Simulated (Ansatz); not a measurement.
Consider the ligand exchange at a Zn–C bond: `[CH3][Zn][F]` + `OB(O)O` → `OB(O)[O][Zn][F]` + CH₄.

Isolated molecules relaxed with PBE0-D4/def2-TZVP in Ansatz; ΔE leaves out vibrations. CBS: MP2 limit from def2 TZ/QZ plus the TZ coupled-cluster correction, frozen cores. This one scheme is used for every species. For Zn outer-core shells are correlated without core-valence functions, which leaves a few kJ/mol of doubt a bond. Scalar relativity is left out up to krypton. Each species was taken in one conformer, which may not be the lowest.

```json
{"species": "`[CH3][Zn][F]`", "CCSD(T)/CBS(def2) energy (Eh)": "-1918.06698"}
{"species": "`OB(O)O`", "CCSD(T)/CBS(def2) energy (Eh)": "-252.29421"}
{"species": "`OB(O)[O][Zn][F]`", "CCSD(T)/CBS(def2) energy (Eh)": "-2129.91408"}
{"species": "CH₄", "CCSD(T)/CBS(def2) energy (Eh)": "-40.46206"}
```

(1) Work out ΔE.

Largest T1 diagnostic among the species: 0.016.

Results:

(1) ΔE = (-2129.91408) + (-40.46206) − (-1918.06698) − (-252.29421) = -0.01495 Eh = -9.4 kcal/mol.

From PBE to PBE0 (25 % exact exchange), in def2-TZVPP and without D4, ΔE moves by −0.9 kcal/mol. In def2-TZVPP, CCSD(T) changes the Hartree–Fock value by +2.9 kcal/mol (the triples alone add +0.2 kcal/mol) and MP2 by +3.8 kcal/mol.
